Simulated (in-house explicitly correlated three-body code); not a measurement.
Computed with an exponentially correlated three-body code. Model: two electrons around a point charge, non-relativistic, variational in 260 exponentially correlated functions (energies converged to about 1e-7 hartree, or 1e-8 relative for large Z).

Command:
```bash
python run_hyl.py task.json out
```
Settings (lengths in bohr, energies in hartree):
```
Z                      18
screening              0.63
interaction_strength   1
functions              260
states_tried           13
```

Time taken, with all properties: 78 s on 1 thread of Arm Neoverse V2 (shared host).

**Those bound S and P states to n = 4 that converged, binding against the one-electron ion.**

Given: nuclear charge 18; Yukawa screening of all interactions 0.63 1/bohr.

Computed: one-electron threshold -150.951043 hartree.

| term | energy (hartree) | binding (eV) |
| --- | --- | --- |
| 1 1S | -291.427379 | 3822.6 |
| 2 3S | ? | ? |
| 2 1S | -177.772985 | 729.86 |
| 2 3P | -177.667181 | 726.98 |
| 2 1P | -177.150958 | 712.94 |
| 3 3S | -158.842018 | 214.72 |
| 3 1S | -158.672897 | 210.12 |
| 3 3P | ? | ? |
| 3 1P | -158.412332 | 203.03 |
| 4 3S | -153.059843 | 57.383 |
| 4 1S | -153.006734 | 55.938 |
| 4 3P | -152.902505 | 53.102 |
| 4 1P | -152.862915 | 52.025 |

Q: What belongs in the row 2 3S?

A: energy (hartree): -178.478697; binding (eV): 749.07.

Q: What belongs in the row 3 3P?

A: energy (hartree): -158.538953; binding (eV): 206.48.

**Converged states only, values per electron or pair (inverse distances are <exp(-kr)/r>).**

| term | mean r (bohr) | mean r squared (bohr²) | mean inverse r (1/bohr) | mean r12 (bohr) | mean inverse r12 (1/bohr) | mean cosine | mean p1 dot p2 (bohr⁻²) | delta r1 (bohr⁻³) | delta r12 (bohr⁻³) |
| --- | --- | --- | --- | --- | --- | --- | --- | --- | --- |
| 1 1S | 0.085212 | 0.0097106 | 17.058 | 0.12494 | 10.318 | -0.007381 | 2.2743 | 1785.4 | 207.48 |
| 2 3S | 0.21582 | 0.075406 | 10.529 | 0.36228 | 2.6905 | -0.0024915 | 0.17221 | 1029 | - |
| 2 1S | 0.21892 | 0.078006 | 10.507 | 0.36401 | 3.3308 | -0.0040705 | 0.1983 | 1025.8 | 37.533 |
| 2 3P | 0.18911 | 0.056924 | 10.509 | 0.31488 | 3.3012 | -0.073619 | -22.163 | 922.61 | - |
| 2 1P | ? | ? | ? | ? | ? | ? | ? | ? | ? |
| 3 3S | 0.45342 | 0.39006 | 9.333 | 0.82908 | 1.0451 | -0.00076588 | 0.046116 | 953.63 | - |
| 3 1S | 0.45851 | 0.39978 | 9.3268 | 0.8383 | 1.1974 | -0.0011732 | 0.057178 | 952.96 | 9.8187 |
| 3 3P | 0.42909 | 0.35084 | 9.3259 | 0.78161 | 1.1922 | -0.015681 | -4.6328 | 925.67 | - |
| 3 1P | 0.43307 | 0.35801 | 9.321 | 0.78697 | 1.3007 | 0.013236 | 4.719 | 926.65 | 3.1921 |
| 4 3S | ? | ? | ? | ? | ? | ? | ? | ? | - |
| 4 1S | 0.86591 | 1.532 | 8.9248 | 1.6509 | 0.45125 | -0.00038752 | 0.01889 | 935.08 | 3.1543 |
| 4 3P | 0.83989 | 1.4478 | 8.9226 | 1.5995 | 0.44661 | -0.0047288 | -1.389 | 926.29 | - |
| 4 1P | 0.84704 | 1.4738 | 8.9204 | 1.613 | 0.47938 | 0.0039724 | 1.4255 | 926.57 | 1.0385 |

Q: What belongs in the row 2 1P?

A: mean r (bohr): 0.19159; mean r squared (bohr²): 0.058674; mean inverse r (1/bohr): 10.492; mean r12 (bohr): 0.30637; mean inverse r12 (1/bohr): 3.7388; mean cosine: 0.06228; mean p1 dot p2 (bohr⁻²): 21.754; delta r1 (bohr⁻³): 927.53; delta r12 (bohr⁻³): 11.195.

Q: What belongs in the row 4 3S?

A: mean r (bohr): 0.85687; mean r squared (bohr²): 1.4986; mean inverse r (1/bohr): 8.9276; mean r12 (bohr): 1.6331; mean inverse r12 (1/bohr): 0.4049; mean cosine: -0.00025718; mean p1 dot p2 (bohr⁻²): 0.014919; delta r1 (bohr⁻³): 935.31.

**Electric-dipole lines between converged S and P states, rate of the upper state's decay.**

| s state | p state | p minus s (eV) | oscillator strength from s | rate (1/s) |
| --- | --- | --- | --- | --- |
| 1 1S | 2 1P | 3109.6 | 0.75618 | 1.0576e+14 |
| 1 1S | 3 1P | 3619.5 | 0.13835 | 2.6217e+13 |
| 1 1S | 4 1P | 3770.5 | 0.039944 | 8.2137e+12 |
| 2 1S | 2 1P | 16.926 | 0.04005 | 1.6596e+08 |
| 2 1S | 3 1P | 526.83 | 0.37027 | 1.4865e+12 |
| 2 1S | 4 1P | 677.84 | 0.074886 | 4.9767e+11 |
| 3 1S | 2 1P | -502.81 | -0.046173 | 5.0654e+11 |
| 3 1S | 3 1P | 7.0903 | 0.11014 | 8.0089e+07 |
| 3 1S | 4 1P | ? | ? | ? |
| 4 1S | 2 1P | ? | ? | ? |
| 4 1S | 3 1P | -147.09 | -0.10102 | 9.4839e+10 |
| 4 1S | 4 1P | 3.9135 | 0.25231 | 5.5893e+07 |
| 2 3S | 2 3P | 22.082 | 0.050689 | 3.5752e+08 |
| 2 3S | 3 3P | 542.59 | 0.36005 | 1.5332e+12 |
| 2 3S | 4 3P | 695.96 | 0.073532 | 5.1516e+11 |
| 3 3S | 2 3P | -512.26 | -0.046899 | 5.3402e+11 |
| 3 3S | 3 3P | 8.2468 | 0.12546 | 1.2341e+08 |
| 3 3S | 4 3P | 161.62 | 0.32587 | 1.2312e+11 |
| 4 3S | 2 3P | -669.6 | -0.0086491 | 1.6827e+11 |
| 4 3S | 3 3P | -149.09 | -0.104 | 1.0032e+11 |
| 4 3S | 4 3P | 4.2814 | 0.27078 | 7.1791e+07 |

Q: What belongs in the row 3 1S 4 1P?

A: p minus s (eV): 158.1; oscillator strength from s: 0.33481; rate (1/s): 1.2104e+11.

Q: What belongs in the row 4 1S 2 1P?

A: p minus s (eV): -657; oscillator strength from s: -0.0085905; rate (1/s): 1.609e+11.

**Static dipole response.**

```
state  polarisability (bohr³)
 1 1S              9.3573e-05
 2 1S                 0.10495
 2 3S                0.078306
```
